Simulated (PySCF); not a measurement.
## Excitation energy of Ca by level of theory

Ca [Ar] 4s2 (1S) → Ca [Ar] 4s1 4p1 (3P), as a difference of total energies. All numbers are calculated (PySCF 2.14, scalar relativity by spin-free X2C-1e, in aug-cc-pwCVQZ-X2C). Correlated levels: valence: [Ar] frozen; valence and next inner shell: [Ne] frozen; nothing frozen. The calculations carry no spin-orbit coupling.

Problem. Order these methods by the excitation energy they give, lowest first.
A. SCS-MP2 (valence)
B. r2SCAN
C. PBE
D. B3LYP

Solution. B (12433 cm⁻¹), A (13674 cm⁻¹), C (14461 cm⁻¹), D (15642 cm⁻¹).

For comparison: 15263 cm⁻¹ (measured; NIST levels, between the centres of gravity of the two terms).
